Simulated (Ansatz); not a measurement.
B2Br4⁻, that is B2(Br)4 with one electron more. Charge -1, multiplicity 2. Geometry PBE-D4/def2-SVP, that of the neutral singlet.

```xyz
6

B    -0.7500   -0.3557    0.1437
Br   -1.0652   -2.1628   -0.4044
Br   -2.1262    0.6495    1.0158
B     0.7500    0.3555   -0.1437
Br    2.1317    0.2247    1.1750
Br    1.0596    1.2887   -1.7865
```

At PBE-D4/def2-TZVPD, PBE0-D4/def2-TZVPD, r2SCAN0-D4/def2-TZVPD the highest occupied level of the charge -1 doublet lies above zero (up to 1.33 eV). By energy differences its removal costs 0.94 eV (vertical, to the charge 0 singlet, at PBE-D4/def2-TZVPD); a positive level beside a positive removal energy at the same level points to self-interaction error. At PBE-D4/def2-TZVPD the gap within one spin of the charge -1 doublet nearly closes, so an electron or hole may be smeared out by delocalisation error.

(1) Estimate the α-spin orbital energies around the gap (eV) in Ansatz with PBE-D4/def2-TZVPD, PBE0-D4/def2-TZVPD, r2SCAN0-D4/def2-TZVPD.

Answers

(1) 
| orbital | PBE-D4/def2-TZVPD | PBE0-D4/def2-TZVPD | r2SCAN0-D4/def2-TZVPD |
| --- | --- | --- | --- |
| HOMO−5 | -3.36 | -4.61 | -4.81 |
| HOMO−4 | -3.18 | -4.41 | -4.62 |
| HOMO−3 | -2.89 | -4.13 | -4.32 |
| HOMO−2 | -2.89 | -4.11 | -4.31 |
| HOMO−1 | -2.12 | -3.30 | -3.46 |
| HOMO | 1.33 | 0.57 | 0.44 |
| LUMO | 1.41 | 2.11 | 2.06 |
| LUMO+1 | 2.33 | 2.73 | 3.03 |
| LUMO+2 | 2.53 | 2.95 | 3.25 |
| LUMO+3 | 2.73 | 3.10 | 3.40 |
| LUMO+4 | 2.78 | 3.13 | 3.42 |
| LUMO+5 | 3.35 | 3.79 | 4.07 |
| β HOMO | -1.99 | -3.15 | -3.29 |
| β LUMO | 2.07 | 2.82 | 3.11 |
